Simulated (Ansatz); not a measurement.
Cl2HIn (`[Cl][InH][Cl]`), relaxed with RKS PBE0-D4/def2-TZVP in Ansatz 0.2.0 from a PBE-D4/def2-SVP geometry. The force threshold is 0.005 eV/Å; the program also tests the step.

Total charge 0; spin multiplicity 1. In: def2 effective core potential.

Start:

```xyz
4

Cl    1.369   -1.724   -0.422
In   -0.224   -0.029   -0.027
Cl    0.777    2.010    0.608
H    -1.921   -0.257   -0.160
```

**Question.** By how much does the energy fall, and how many steps does the optimiser take? (Best estimate.)

**Answer.** Ansatz gave: 0.03 eV, in 2 steps.

**Question.** Which bonds change most? (Best estimate.)

**Answer.** Ansatz gave: Cl1–In2 from 2.360 to 2.312 Å; In2–Cl3 from 2.359 to 2.312 Å; In2–H4 from 1.717 to 1.694 Å.

**Question.** Give the relaxed structure. (Best estimate.)

**Answer.** Computed: 
```xyz
4

Cl    1.346   -1.683   -0.413
In   -0.221   -0.030   -0.019
Cl    0.770    1.968    0.594
H    -1.894   -0.254   -0.161
```
